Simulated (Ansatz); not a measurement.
C3H8SSi can be A, `C1CSC[SiH2]1`, or B, `CC[Si]SC`.

Calculated with Ansatz (gas phase, PBE0-D4/def2-TZVP geometries, no zero-point term in ΔE). CCSD(T)/CBS adds triple-zeta CCSD(T) − MP2 to the extrapolated MP2 energy (def2 sets, frozen cores). Functionals use def2-TZVPP. B3LYP here is the variant with VWN-RPA as its local correlation; programs differ in this. One conformer a species, not always the lowest.

Task: Which is lower in electronic energy at CCSD(T)/CBS, and by how much? (Best estimate.)

Result: Ansatz gave: A, by 55.1 kJ/mol.

Task: Give E(B) − E(A) in kJ/mol with BLYP-D4, HF/def2-TZVPP, PBE0-D4, MP2/def2-TZVPP, CCSD(T)/def2-TZVPP, r2SCAN-D4, B3LYP-D4. (Estimate.)

Result: Computed: BLYP-D4 27.7, HF/def2-TZVPP 56.7, PBE0-D4 57.7, MP2/def2-TZVPP 65.7, CCSD(T)/def2-TZVPP 52.8, r2SCAN-D4 57.1, B3LYP-D4 40.7. None reverses the order clearly.

Task: Does the order hold for the free energy at 298.15 K (harmonic terms from PBE0-D4)? (Estimate.)

Result: The calculation gave: Yes: G(B) − G(A) = +56.7 kJ/mol, for one conformer each.

Largest T1 diagnostic: 0.014.

From r2SCAN to r2SCAN0 (25 % exact exchange), in def2-TZVPP and without D4, E(B) − E(A) moves by +7.1 kJ/mol. Leaving LDA and LC-ωPBE aside and taking each functional with its dispersion term where it has one, the values, not all of them listed here, spread over 42.3 kJ/mol, from BLYP-D4 to PBE-QIDH. LDA lies +19.8 kJ/mol from PBE without D4.
